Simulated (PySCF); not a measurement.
C₄H₄O₂, SMILES Oc1ccco1. Atoms are numbered in the order given.

```xyz
10

O      0.1354     1.9911     0.0000
C     -0.0606     0.6729     0.0000
C     -1.1655    -0.1324     0.0000
C     -0.6454    -1.4705     0.0000
C      0.7082    -1.3587     0.0000
O      1.0646    -0.0423     0.0000
H     -0.7220     2.4285     0.0000
H     -2.2066     0.1813     0.0000
H     -1.2177    -2.3958     0.0000
H      1.5262    -2.0722     0.0000
```
Charge 0, spin multiplicity 1.

Geometry: PBE0-D3(BJ)/def2-SVP. Other conformers were not sampled.

These are TDA-LC-ωPBE/def2-SVPD run with PySCF values and carry that method's errors.

Vertical excitations. Gas-phase values at a fixed geometry. State labels are in the subgroup Cs.

| state | symmetry | energy (eV) | λ (nm) | f | main pairs |
|---|---|---|---|---|---|
| S1 | A" | 6.02 | 206 | 0.000 | HOMO→LUMO 89 % |
| S2 | A' | 6.57 | 189 | 0.248 | HOMO→LUMO+2 93 % |
| S3 | A" | 7.03 | 176 | 0.010 | HOMO→LUMO+1 89 % |
| S4 | A' | 7.39 | 168 | 0.049 | HOMO→LUMO+5 64 %, HOMO−1→LUMO+2 23 % |
| S5 | A" | 7.63 | 162 | 0.006 | HOMO→LUMO+3 77 % |
| S6 | A" | 7.88 | 157 | 0.018 | HOMO→LUMO+6 59 %, HOMO→LUMO+7 16 %, HOMO→LUMO+3 12 % |
| S7 | A" | 8.18 | 151 | 0.006 | HOMO→LUMO+4 68 %, HOMO→LUMO+7 11 % |
| S8 | A' | 8.44 | 147 | 0.119 | HOMO→LUMO+8 40 %, HOMO→LUMO+5 27 %, HOMO−1→LUMO+2 24 % |
| S9 | A" | 8.58 | 145 | 0.027 | HOMO−1→LUMO 34 %, HOMO→LUMO+7 19 %, HOMO→LUMO+4 8 %, HOMO−1→LUMO+1 8 % |
| S10 | A" | 8.83 | 140 | 0.007 | HOMO−1→LUMO 29 %, HOMO→LUMO+7 26 %, HOMO→LUMO+4 12 %, HOMO→LUMO+6 11 % |
| T1 | A' | 3.94 | 315 | 0 | HOMO→LUMO+2 88 % |
| T2 | A' | 5.23 | 237 | 0 | HOMO→LUMO+5 49 %, HOMO→LUMO+8 25 %, HOMO−1→LUMO+2 19 % |
| T3 | A" | 5.85 | 212 | 0 | HOMO→LUMO 86 % |
| T4 | A' | 6.72 | 184 | 0 | HOMO−1→LUMO+2 74 %, HOMO→LUMO+5 12 % |
Triplets are in the Tamm–Dancoff approximation.
